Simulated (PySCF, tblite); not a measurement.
C₅H₉F₃Si.
Cartesian coordinates in Å at the GFN2-xTB level; atoms count from 1:
```
atom  x, y, z in Å
C1     2.514   -1.098    0.488
C2     1.625   -0.128    0.648
Si3    0.426    0.438   -0.687
C4    -1.068   -0.717   -0.936
C5    -1.783   -1.081    0.368
C6    -0.295    2.119    0.005
F7     0.610    3.120   -0.030
F8    -0.702    2.037    1.290
F9    -1.362    2.561   -0.692
H10    2.613   -1.629   -0.444
H11    3.185   -1.405    1.276
H12    1.577    0.370    1.611
H13    1.063    0.820   -1.951
H14   -1.785   -0.248   -1.614
H15   -0.733   -1.633   -1.424
H16   -2.628   -1.735    0.166
H17   -2.156   -0.191    0.867
H18   -1.108   -1.595    1.048
```

Method: PBE0/pcSseg-1 in PySCF (dipole) on a GFN2-xTB geometry, gas phase.

Masses are those of the commonest isotopes; rigid-rotor values at the optimised geometry. The values belong to one conformer with, in the numbering `[CH2:1]=[CH:2][Si@@H:3]([CH2:4][CH3:5])[C:6]([F:7])([F:8])[F:9]`, C1–C2–Si3–C4 77°, C2–Si3–C4–C5 50°.

**Question.** Give the principal moments of inertia and the rotational constants in GHz.

**Answer.** Ia = 318.37, Ib = 476.60, Ic = 627.23 u·Å²; 505379 MHz·u·Å²/I gives 1587, 1060 and 805.7 MHz, that is A = 1.5874, B = 1.0604, C = 0.8057 GHz.

**Question.** What kind of rotor is it?

**Answer.** An asymmetric top; Ray's κ = -0.348.

**Question.** Is it planar, by Δ = Ic − Ia − Ib?

**Answer.** Not planar: Δ = Ic − Ia − Ib = -167.74 u·Å². For a rigid frame Δ = −2 Σ m c², so Σ m c² = 83.87 u·Å² lies off the ab plane: 14.37 from hydrogen and 69.51 from heavier atoms. The atom farthest from that plane is 2.09 Å away.

**Question.** List the rotational levels J(Ka,Kc) to J = 2 (MHz).

**Answer.** Above 0(0,0):
J = 1: 1(0,1) 1866, 1(1,1) 2393, 1(1,0) 2648
J = 2: 2(0,2) 5526, 2(1,2) 5871, 2(1,1) 6635, 2(2,1) 8216, 2(2,0) 8288
Those of J = 1 are B + C, A + C and A + B.

**Question.** Which lines would a microwave search look for?

**Answer.** The dipole components are |μa| = 3.13 D, |μb| = 0.51 D, |μc| = 0.54 D. The squared components, which scale the intensities, stand as 1.00 : 0.03 : 0.03 (a : b : c). Some lines, for components of 0.1 D or more:

```
type  branch         J(Ka,Kc)    MHz  lower level (cm⁻¹)
   c       Q  4(2,3) ← 4(1,3)    875               0.679
   a       R  1(0,1) ← 0(0,0)   1866               0.000
   b       Q  4(1,3) ← 4(0,4)   2536               0.594
   b       Q  3(3,1) ← 3(2,2)   3312               0.461
   b       R  3(0,3) ← 2(1,2)   4996               0.196
   a       R  3(2,2) ← 2(2,1)   5598               0.274
   a       R  4(0,4) ← 3(0,3)   6943               0.362
   a       R  4(1,3) ← 3(1,2)   7785               0.419
   b       R  3(2,1) ← 2(1,2)   8273               0.196
   b       R  3(3,0) ← 2(2,1)   8924               0.274
   b       R  4(3,1) ← 3(2,2)  10979               0.461
```

Its lowest GFN2-xTB frequency is 20i cm⁻¹, too small to tell a flat minimum from a shallow saddle. These are rigid-rotor constants of the computed structure; measured ground-state constants (B0) also hold zero-point vibration. A rigid rotor knows nothing of internal rotation, which can split or shift real lines.
